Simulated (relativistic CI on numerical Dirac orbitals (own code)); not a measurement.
Hyperfine structure of Ni XVIII, mass number 61

Method of calculation: Dirac-Coulomb-Breit CI, KLI orbitals optimised for each configuration, model QED (radiative potential, 1s self-energy scaled to tabulated hydrogen-like ionisation energies), unscaled Slater integrals (own radial code, finite nucleus).

Configuration list (outside the closed core [Ne]): 3s, 3p, 3d, 4s, 4p, 4d, 4f, 5s, 5p, 5d, 5f, 5g, 6s, 6p, 6d. Levels of other configurations are missing.

Nuclear spin I = 3/2, μ = -0.74965 μN, Q = 0.162 b (tables of Stone and Pyykkö). The electronic factors are computed for point nuclear moments, without core polarisation or the Bohr-Weisskopf and QED corrections.

```
     Level   E (eV)  A (MHz)  B (MHz)
 3s 2S_1/2    0.000   -62860         
3p 2P°_1/2   38.768   -18430         
3p 2P°_3/2   42.541    -3447     2090
 3d 2D_3/2   95.085    -1510      304
 3d 2D_5/2   95.643   -641.9      428
 4s 2S_1/2  284.986   -24830         
4p 2P°_1/2  300.482    -7452         
4p 2P°_3/2  301.960    -1397      847
```

Levels with J = 0, under 50 % of one LS term, or S terms without an open s electron are left out. Small factors come from cancelling terms and can be off by tens of per cent or more.

At this charge energies of transitions that change n are usually good to better than 1 %, and those within a shell (Δn = 0) to a few per cent.

Question: Give the hyperfine levels of 3s 2S_1/2 relative to its centre of gravity.

Answer: With K = F(F + 1) − I(I + 1) − J(J + 1), E = AK/2: F = 1: 78580, F = 2: -47150 MHz.
